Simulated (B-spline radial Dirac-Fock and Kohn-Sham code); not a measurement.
# Binding energies of Os²³⁺

System: Os²³⁺, configuration [Kr] 4d10 4f7; nuclear rms radius 5.4126 fm (A = 192).

Level of theory: Dirac-Fock ΔSCF + Breit + QED; a B-spline atomic structure program. Electron correlation is not included. Energies are counted from the vacuum level.

All terms are in eV, carry their sign (relaxation lowers the binding energy) and add up to the binding energy; ⟨r⟩ is the mean radius of the orbital in the initial state.

| subshell | −ε (Koopmans) | relaxation | Gaunt | retardation | QED | binding energy | ⟨r⟩ (bohr) |
| --- | --- | --- | --- | --- | --- | --- | --- |
| 1s | 75026.9 | -74.05 | -275.75 | 25.33 | -131.55 | 74570.9 | 0.018 |
| 2s | 13763.5 | -38.10 | -30.75 | 2.22 | -19.47 | 13677.4 | 0.074 |
| 2p1/2 | 13178.8 | -42.72 | -52.75 | 5.64 | -0.13 | 13088.8 | 0.061 |
| 2p3/2 | 11644.9 | -39.38 | -36.10 | 7.74 | -1.98 | 11575.1 | 0.070 |
| 3s | 3782.8 | -15.70 | -5.77 | 0.38 | -4.53 | 3757.2 | 0.193 |
| 3p1/2 | 3522.9 | -16.71 | -10.02 | 0.94 | -0.15 | 3497.0 | 0.183 |
| 3p3/2 | 3182.4 | -15.18 | -6.61 | 1.48 | -0.51 | 3161.6 | 0.198 |
| 3d3/2 | 2753.7 | -17.74 | -4.42 | 0.40 | 0.34 | 2732.3 | 0.173 |
| 3d5/2 | 2680.8 | -17.17 | -3.06 | 0.43 | 0.14 | 2661.1 | 0.178 |
| 4s | 1323.1 | -3.32 | -1.45 | 0.12 | -1.19 | 1317.3 | 0.421 |
| 4p1/2 | 1211.4 | -3.35 | -2.44 | 0.25 | -0.03 | 1205.8 | 0.422 |
| 4p3/2 | 1123.9 | -2.84 | -1.56 | 0.38 | -0.13 | 1119.8 | 0.449 |
| 4d3/2 | 938.8 | -2.91 | -0.88 | 0.09 | 0.08 | 935.1 | 0.451 |
| 4d5/2 | 921.6 | -2.74 | -0.56 | 0.10 | 0.03 | 918.4 | 0.460 |
| 4f | 695.0 | -2.92 | 0.02 | -0.01 | 0.05 | 692.1 | 0.457 |

For the deepest level, K (1s), the Breit terms make up -0.336 % of the binding energy, QED -0.176 % and orbital relaxation -0.099 %.

Spin-orbit splittings: 2p 1513.7 eV, 3p 335.3 eV, 3d 71.11 eV, 4p 86.03 eV, 4d 16.70 eV.

Going to the tabulated ground configuration of the next ion removes an electron from N6,7 (4f), computed at 692.1 eV. NIST lists 720 ± 40 eV as the ionisation energy of this species (theoretical), +27.90 eV from the computed value, within the stated uncertainty.
